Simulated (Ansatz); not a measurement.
Cartesian coordinates in Å:
```
N 0.0680 -0.0017 1.5726
C 0.2019 -0.7367 0.3797
F 1.5735 -0.8352 -0.0508
Al -0.8398 0.0658 -1.1148
O -0.2161 1.4390 -1.8878
H 0.3339 0.9692 1.4928
H 0.5328 -0.4153 2.3714
H -0.0878 -1.7725 0.5852
H -2.2409 -0.4693 -1.6017
H 0.6745 1.7568 -1.7467
```

Charge 0, multiplicity 1.

Task: List the PBE0/def2-TZVPP orbital energies in eV (the Gaussian-basis code of Ansatz). (An estimate is asked.)

Result: The calculation gave: Occupied: -1527.70, -673.02, -522.24, -391.55, -280.20, -113.60, -73.73, -73.53, -73.50, -32.52, -27.27, -25.29, -18.22, -14.84, -14.13, -13.87, -13.05, -12.04, -10.40, -9.97, -9.54, -9.34, -8.19, -7.51. Lowest empty: -0.78, 0.08, 1.10, 1.41, 2.25, 2.47, 2.79, 3.31.
